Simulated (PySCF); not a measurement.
C3H6NSi2 (doublet state).
Numbering: `[N:1]#[C:2][C@@H:3]1[SiH:4][CH2:5][SiH2:6]1` (hydrogens: H7 on C3; H8 on Si4; H9, H10 on C5; H11, H12 on Si6)

Cartesian coordinates in Å at the GFN2-xTB level; atoms count from 1:
```xyz
12
C3H6NSi2 angstrom
N      0.9018   -2.9270   -1.2038
C      0.5999   -2.0816   -0.4878
C      0.2199   -1.0149    0.3540
Si    -1.5838   -0.2970    0.1072
C     -0.7604    1.4035   -0.2834
Si     1.0130    0.6968   -0.0996
H      0.3982   -1.3164    1.3880
H     -2.3775   -0.3715    1.3433
H     -1.0148    2.1791    0.4365
H     -0.9792    1.8150   -1.2655
H      1.7880    1.2466    1.0136
H      1.7962    0.6668   -1.3286
```

The calculation used UKS B3LYP, pcH-1 on C H N Si, non-relativistic, mean-field spin-orbit, GIAO (PySCF 2.14.0). Geometry: GFN2-xTB; no solvent, vibrations or thermal averaging. The geometry wasn't refined by DFT: couplings that depend on bond lengths, twists or pyramidal angles can differ widely from those at the functional's own minimum, by a factor of two or more for some ions and for spin on atoms past the first row. Stability of the SCF solution: not tested.

(1) Match the computed a_iso(13C) values +15.6, +11.6, +9.0 MHz with the sites C2; C3; C5.

(2) Match the computed a_iso(29Si) values -560.9, -13.1 MHz with the sites Si4; Si6.

## Answers

(1) 
| site | a_iso (MHz) | ρ(0) (bohr⁻³) | position | distance from Si4 (Å) | spin population | largest \|T\| (MHz) |
| --- | --- | --- | --- | --- | --- | --- |
| C2 | +11.6 | +0.0103 | 2 bonds from Si4 | 2.88 | 0.00 | 2.3 |
| C3 | +9.0 | +0.0080 | 1 bond from Si4 | 1.96 | +0.03 | 10.5 |
| C5 | +15.6 | +0.0138 | 1 bond from Si4 | 1.93 | +0.03 | 12.9 |

(2) 
```tsv
site	a_iso (MHz)	ρ(0) (bohr⁻³)	position	distance from Si4 (Å)	spin population	largest |T| (MHz)
Si4	-560.9	+0.6323	largest spin population	0.00	+0.89	166.8
Si6	-13.1	+0.0148	2 bonds from Si4	2.79	0.00	1.9
```

ρ(0) is the spin density at the nucleus and T the dipolar tensor; a_iso includes a spin–orbit part. The largest Mulliken spin population is on Si4 (+0.89). The angles at Si4 add up to 315.8°, so it is pyramidal.
